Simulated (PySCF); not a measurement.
C8H6N (doublet state).
Cartesian coordinates in Å at the GFN2-xTB level; atoms count from 1:
```
atom  x, y, z in Å
C1    -2.7953    0.3250    0.2520
C2    -1.4786    0.0582    0.1300
C3    -0.8853   -1.2112   -0.3076
C4     0.4492   -1.0969   -0.3040
C5     0.8107    0.2539    0.1359
C6     2.0932    0.7425    0.2659
C7     3.2176   -0.0206   -0.0163
N8     4.1570   -0.6476   -0.2482
C9    -0.3856    0.9381    0.3945
H10   -3.5399   -0.4178    0.0237
H11   -3.1455    1.2883    0.5814
H12   -1.4673   -2.0724   -0.5778
H13    1.1765   -1.8414   -0.5704
H14    2.2626    1.7572    0.5997
H15   -0.4737    1.9528    0.7343
```

The hyperfine couplings belong to this conformer and change with its torsions.

The species is `C=C1C=CC([CH]C#N)=C1` [radical].

Computed with UKS B3LYP, pcH-1 on C H N, non-relativistic, mean-field spin-orbit, GIAO (PySCF 2.14.0). Isolated species at its GFN2-xTB geometry (one conformer only). The geometry wasn't refined by DFT: couplings that depend on bond lengths, twists or pyramidal angles can differ widely from those at the functional's own minimum. The SCF solution wasn't tested for stability. ⟨S²⟩ is 0.791 where a pure state has 0.75.

Largest spin populations (Mulliken): C9 (+0.56), C6 (+0.45), C1 (+0.35) and N8 (+0.20). Four atoms exceed +0.15. The positive populations add up to 1.57 and the negative ones to -0.57, together 2S = 1. The angles at C9 add up to 360.0°, so it is planar.

Question: McConnell's relation a(H) = Q·ρ ties the coupling of a proton on a planar π carbon to the spin population of that carbon. What Q do the computed values give?

Answer: 
```
  H   C    ρ(C)  a(H) (G)  a/ρ (G)
H10  C1  +0.348     -7.89    -22.6
H11  C1  +0.348     -7.38    -21.2
H14  C6  +0.454    -10.63    -23.4
H15  C9  +0.563    -12.38    -22.0
```

A least-squares line through the origin gives Q = -22.3 G with Mulliken populations.

Question: Leave H15 and its like out of the fit. How well does the relation then predict its coupling?

Answer: The other protons give Q = -22.6 G, so a = -22.6 × 0.563 = -12.72 G, against the computed -12.38 G.

Couplings in gauss use g_iso = 2.0028.

Hardware: Arm Neoverse V2, one thread, shared host with 96 logical CPUs at a one-minute load of 81. Cost: 91 s (grids of density and orbitals included), 0.97 GiB resident at most.

The SMILES draws the unpaired electron on C6; the largest computed Mulliken spin population is on C9 (0.56 against 0.45).
